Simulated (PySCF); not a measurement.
C₄H₅ClSi, SMILES C#C[SiH2]C(=C)Cl.

Geometry optimised at PBE-D3(BJ)/def2-SVP. This is a generated structure with no PubChem entry under its InChIKey; it may be hypothetical. One conformer was computed; it need not be the lowest.

These are PBE/def2-TZVP (PySCF) values and carry that method's errors.

The molecule is in vacuum.

| Item | Result |
|---|---|
| total energy | -904.57595 hartree |
| point group | Cs |
| highest occupied level | -6.51 eV |
| lowest empty level | -1.86 eV |
| orbital gap | 4.65 eV |
| dipole moment | 1.82 D |
| quadrupole, principal values (traceless, Buckingham form, about the centre of nuclear charge) | -6.29, -0.62, 6.92 D·Å |
| mean static polarisability | 86.2 bohr³ (12.78 Å³) |
| polarisability, principal values | 56.0, 84.4, 118.3 bohr³ |
